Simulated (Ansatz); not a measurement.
`[OH][Ti]([OH])([F])[Cl]` + `[NH2][Mg][F]` → `[NH2][Ti]([OH])([OH])[F]` + `[F][Mg][Cl]`  (redistribution)

Isolated molecules relaxed with PBE0-D4/def2-TZVP in Ansatz; ΔE leaves out vibrations. CBS: MP2 limit from def2 TZ/QZ plus the TZ coupled-cluster correction, frozen cores. For Mg, Ti outer-core shells are correlated without core-valence functions, which leaves a few kJ/mol of doubt a bond. Scalar relativity is left out up to krypton. One conformer a species, not always the lowest.

| species | CCSD(T)/CBS(def2) energy (Eh) |
| --- | --- |
| `[OH][Ti]([OH])([F])[Cl]` | -1560.29034 |
| `[NH2][Mg][F]` | -355.68386 |
| `[NH2][Ti]([OH])([OH])[F]` | -1156.38494 |
| `[F][Mg][Cl]` | -759.61026 |

Work out ΔE.

ΔE = (-1156.38494) + (-759.61026) − (-1560.29034) − (-355.68386) = -0.02100 Eh = -55.1 kJ/mol.

Largest T1 diagnostic among the species: 0.024, so the coupled-cluster value is less sure than usual.

From BLYP to BHLYP (50 % exact exchange), in def2-TZVPP and without D4, ΔE moves by −12.0 kJ/mol. Leaving LDA and LC-ωPBE aside and taking each functional with its dispersion term where it has one, the values, not all of them listed here, spread over 11.6 kJ/mol, from BHLYP-D4 to PBE-D4.
